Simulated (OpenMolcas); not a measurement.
N2+, P2+, As2+, Sb2+, Bi2+: ns² np down the group

- Program: OpenMolcas
- Method: XMS-CASPT2, IPEA 0.25 Eh, imaginary shift 0.1 Eh
- Basis: ANO-RCC-VTZP
- Scalar Hamiltonian: DKH2, point nucleus
- Spin-orbit coupling: RASSI with atomic mean-field integrals over the reference wave functions, term energies averaged over their components

Active space for each ion: 1 electron in 3 orbitals (p); closed shells correlated by CASPT2: N2+ 1s 2s; P2+ 2s 2p 3s; As2+ 3d 4s; Sb2+ 4d 5s; Bi2+ 5d 6s.

Computed levels in cm-1 above ²P°_1/2:

```json
{"Level": "²P°_3/2", "N2+": "174", "P2+": "501", "As2+": "2670", "Sb2+": "5870", "Bi2+": "18030"}
{"Level": "weight of ²P° in the lowest level (%)", "N2+": "100", "P2+": "100", "As2+": "100", "Sb2+": "100", "Bi2+": "100"}
```

Measured, with the error of the calculation in %. Measured levels: N2+ from Moore, Selected Tables of Atomic Spectra, NSRDS-NBS 3, section 5; P2+ from Martin, Zalubas and Musgrove, J. Phys. Chem. Ref. Data 14, 751 (1985); As2+ from Moore, Atomic Energy Levels, vol. II, NSRDS-NBS 35 (1971 reprint of NBS Circular 467, 1952); Sb2+, Bi2+ from Moore, Atomic Energy Levels, vol. III, NSRDS-NBS 35 (1971 reprint of NBS Circular 467, 1958).

```
  Level      N2+          P2+         As2+          Sb2+           Bi2+
²P°_3/2  174 (0)  559 (-10.4)  2940 (-9.3)  6576 (-10.7)  20788 (-13.3)
```

The fine-structure level ²P°_3/2 changes by a factor of 104 from N2+ to Bi2+.

Term energies are means over components that CASPT2 splits; among the terms shown or strongly mixed into the levels shown the widest spread is 210 cm-1 (6s² 6p ²P°, Bi2+). With one active electron, CASPT2 adds the correlation within the correlated inactive shells and between them and that electron, and leaves the splitting within a term as the reference gives it. Measured partners are found by configuration, term and J. A level has none where our copy of the source lacks it or the pairing is in doubt (some pairs that miss far off the trend of their configuration count as doubtful), and it then counts in no deviation. Levels of configurations outside the active space are missing.

° marks odd parity.
